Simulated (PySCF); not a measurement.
CH4Si, charge -1, doublet, geometry from GFN2-xTB (a state made from the parent by changing its charge; the spin is typed, not shown lowest) (in this run its highest filled SCF level lies above zero, so its values depend strongly on the basis, on diffuse functions most of all). Base run: B3LYP/6-31G* (PySCF).

Input for PySCF:
```python
from pyscf import gto, scf, dft, solvent

mol = gto.Mole()
mol.atom = '''
    C    -1.159299   -0.053261    0.364355
    Si    0.557141    0.023935   -0.214422
    H    -1.793332    0.790473    0.048519
    H    -1.687932   -0.989355    0.123706
    H     1.388186   -1.084375    0.371460
    H     1.248897    1.267727    0.272097
'''
mol.basis = '6-31g*'
mol.charge = -1
mol.spin = 1
mol.verbose = 4
mol.build()

mf = dft.UKS(mol)
mf.xc = 'b3lyp'
mf.kernel()
```

The base run was repeated with changes; each row names its change, and settings that it needs were set with it.

| change | ΔE vs base (kcal/mol) |
|---|---|
| base | 0.000 |
| model = IEF-PCM; solvent = 2-propanol; vdw_scale = 1.4 | -50.61 |
| model = IEF-PCM; solvent = 2-propanol; vdw_scale = 1.0 | -58.98 |
| model = IEF-PCM; solvent = 2-propanol; lebedev_order = 11 | -55.37 |
| model = SS(V)PE; solvent = 2-propanol | -54.13 |
| model = IEF-PCM; solvent = 2-propanol; vdw_scale = 1.1 | -58.21 |
| model = IEF-PCM; solvent = 2-propanol; r_probe = 0.5 | -48.92 |
| model = ddCOSMO; solvent = 2-propanol | -55.55 |
| model = COSMO; solvent = 2-propanol | -54.75 |
| model = C-PCM; solvent = 2-propanol | -56.18 |
| model = IEF-PCM; solvent = dichloromethane | -52.48 |
| model = IEF-PCM; solvent = 2-propanol | -56.11 |

The base is the gas phase, so ΔE is the electrostatic part of solvation at a fixed geometry, without cavity and dispersion terms.

Open shells are given as the SCF converged; they aren't shown to be the lowest states, and a large step between rows can be another state.

The gas-phase anion may not be bound at this level, which the solvent then changes.
